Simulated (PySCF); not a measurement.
**Dipole moment and polarisability of `CO[SiH2]OCC(=O)O`**

C3H8O4Si.
SMILES with atom numbers: `[CH3:1][O:2][SiH2:3][O:4][CH2:5][C:6](=[O:7])[OH:8]` (hydrogens: H9, H10, H11 on C1; H12, H13 on Si3; H14, H15 on C5; H16 on O8)

Structure used (PBE0-D3(BJ)/def2-SVP), in Å, numbered top down from 1:
```xyz
16
C3H8O4Si angstrom
C     -3.2998   -0.4367   -0.1536
O     -2.0067   -0.2276   -0.6326
Si    -0.6882   -0.0883    0.3723
O      0.5159    0.1082   -0.7667
C      1.8720    0.2908   -0.6643
C      2.3523    0.2896    0.7641
O      1.6086    0.1507    1.7026
O      3.6647    0.4585    0.8775
H     -3.9835   -0.5581   -1.0082
H     -3.3788   -1.3492    0.4692
H     -3.6679    0.4145    0.4514
H     -0.8868    1.1092    1.2375
H     -0.5753   -1.3529    1.1532
H      2.1877    1.2488   -1.1201
H      2.4279   -0.4997   -1.2036
H      3.8787    0.4471    1.8236
```

Level: wB97X-D/def2-SVPD (PySCF), static field, nuclei fixed, core orbitals frozen in the response. The polarisability tensor in these axes (au):

```
x   95.96  4.52  0.38
y    4.52 63.04 -0.36
z    0.38 -0.36 71.91
```

Task: What are the eigenvalues, a third of the trace, and Δα (Δα² = ½Σ(αi − αj)² over the three pairs)?

Result: Principal values 62.41, 71.93 and 96.57 au; mean 76.97 au = 11.41 Å³ = 12.69 × 10⁻⁴⁰ C²·m²/J; Δα = 30.53 au (40 % of the mean).

Task: What is the dipole moment, and where does it point?

Result: (2.33, 0.27, 0.94) D, 2.53 D in size, pointing from the negative to the positive side. Measured along this direction, the outermost atoms are H9 at the negative end and H16 at the positive end.

Task: Traceless (Buckingham) quadrupole moment about the centre of nuclear charge: eigenvalues?

Result: -8.39, -4.75, 13.14 D·Å. The values depend on the origin, since the dipole doesn't vanish. The electronic extent ⟨r²⟩ about the same centre is 1591 bohr², a root-mean-square distance of 2.49 Å for the 72 electrons.

Task: Rayleigh depolarisation ratio (linearly polarised light, static tensor)?

Result: ρ = 3Δα²/(45ᾱ² + 4Δα²) = 2796.8/(266609 + 3729.0) = 0.0103.

Task: Find the Langevin capture rate constant for H3+ (3.023 u) meeting this molecule (136.019 u), k = 2.342 × 10⁻⁹ cm³/s × √(α in Å³ / reduced mass in u).

Result: The reduced mass is 2.96 u, so k = 4.60 × 10⁻⁹ cm³/s. The formula leaves out the permanent dipole, which adds to the capture rate.

One conformer (not necessarily the lowest) at the PBE0-D3(BJ)/def2-SVP geometry, without solvent, vibrations or thermal averaging.

The run behind these numbers computed excited states as well. Rough CPU time on one thread of a shared machine: about 90 s.
